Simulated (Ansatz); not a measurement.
Calculated with Ansatz (gas phase, PBE0-D4/def2-TZVP geometries, no zero-point term in ΔE). CCSD(T)/CBS adds triple-zeta CCSD(T) − MP2 to the extrapolated MP2 energy (def2 sets, frozen cores). Functionals use def2-TZVPP. Elements past krypton have def2 core potentials. For In, Sn outer-core shells are correlated without core-valence functions, which leaves a few kJ/mol of doubt a bond. Each species was taken in one conformer, which may not be the lowest.

`[NH2][In]([F])[SH]` + `[NH2][Sn][OH]` → `[OH][In]([F])[SH]` + `[NH2][Sn][NH2]`  (redistribution)

```
             level  ΔE (kJ/mol)
           ωB97M-V         16.5
            B2PLYP         16.5
            r2SCAN         15.4
     HF/def2-TZVPP         13.9
SCS-MP2/def2-TZVPP         16.4
   CCSD/def2-TZVPP         16.1
CCSD(T)/def2-TZVPP         16.0
     HF/def2-QZVPP         13.9
```

(1) What does CCSD(T)/CBS give? (Best estimate.)

Largest T1 diagnostic among the species: 0.017.

Answers

(1) Computed: +17.5 kJ/mol. The listed levels differ from it by -1.0, -1.0, -2.1, -3.6, -1.1, -1.4, -1.5, -3.6 kJ/mol.
